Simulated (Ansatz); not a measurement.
Reaction (germylene formation by 1,1-elimination): `[OH][GeH]([Cl])[Cl]` → HCl + `[OH][Ge][Cl]`

Isolated molecules relaxed with PBE0-D4/def2-TZVP in Ansatz; ΔE leaves out vibrations. CCSD(T)/CBS adds triple-zeta CCSD(T) − MP2 to the extrapolated MP2 energy (def2 sets, frozen cores). This one scheme is used for every species. Functionals use def2-TZVPP. For Ge outer-core shells are correlated without core-valence functions, which leaves a few kJ/mol of doubt a bond. Scalar relativity is left out up to krypton. One conformer a species, not always the lowest.

CCSD(T)/CBS gives +1.11 eV.

(1) Another level gave +1.27 eV. Which?
A. PBE0-D4/def2-TZVPP
B. r2SCANh-D4/def2-TZVPP
C. revPBE-D4/def2-TZVPP
D. ωB97M-V/def2-TZVPP

Largest T1 diagnostic among the species: 0.014.

## Answers

(1) B. r2SCANh-D4 1.27, PBE0-D4 1.20, ωB97M-V 1.07, revPBE-D4 0.93 eV.

Leaving LDA and LC-ωPBE aside and taking each functional with its dispersion term where it has one, the values, not all of them listed here, spread over 0.67 eV, from BLYP-D4 to PBE-QIDH. LDA lies +0.33 eV from PBE without D4. At CCSD(T), def2-SVP lies +0.10 eV from the extrapolated value and def2-TZVPP +0.13 eV. From r2SCAN to r2SCAN0 (25 % exact exchange), in def2-TZVPP and without D4, ΔE moves by +0.10 eV.
